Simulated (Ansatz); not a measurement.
```
atom    x (Å)    y (Å)    z (Å)
   C   0.5028  -0.0104  -0.0475
   H   1.0938   0.6769   0.6109
   H   1.1138  -0.6084  -0.6133
   F  -0.3106   0.8060  -0.7436
   F  -0.2633  -0.8180   0.7834
```

Basis set: STO-3G (spherical functions). Left uncorrelated: 3 orbitals. Charge 0, multiplicity 1.

Computed with Ansatz (development build ahead of 0.2.0); each method stands on the lowest determinant of its kind that the runs found. Restricted open shells among the atoms or ions are ROHF, correlated in semicanonical orbitals with singles.

Q: Give the atomization energy at this shape (free ground-state atoms in the same class of orbitals less the molecule, no zero-point energy) of singlet CH2F2 by RHF-MP2, RHF.

A:

```json
{"method": "RHF-MP2", "atomization energy": "15.89 eV"}
{"method": "RHF", "atomization energy": "13.95 eV"}
```

Caution: the shape is not the minimum.

This basis has no polarisation functions and is too small for such energies, which can lie far from measured ones in either direction.
